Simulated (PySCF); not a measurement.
Level of theory: PBE-D3(BJ)/def2-TZVP // PBE-D3(BJ)/def2-SVP in PySCF. Gas-phase values, no solvent. Excitations are Tamm–Dancoff values on a coarser integration grid. The basis has no diffuse functions, so Rydberg states are missing or too high.

Reference species (SMILES): `N#Cc1c([SiH3])ccc2ccsc12` (neutral, multiplicity 1).

```
Property                                       Result
-------------------------------------------  --------
dipole moment                                  5.10 D
brightest of the four lowest singlets (TDA)   4.94 eV
HOMO                                         -6.01 eV
```

Changed species: `N#Cc1cc2ccsc2cc1[SiH3]`.

Problem. What does the change do to the dipole moment, brightest of the four lowest singlets (TDA) and HOMO?

Solution. the dipole moment rises by 0.12 D, to 5.22 D; the brightest of the four lowest singlets (TDA) drops by 0.09 eV, to 4.85 eV; the HOMO decreases by 0.06 eV, to -6.07 eV.
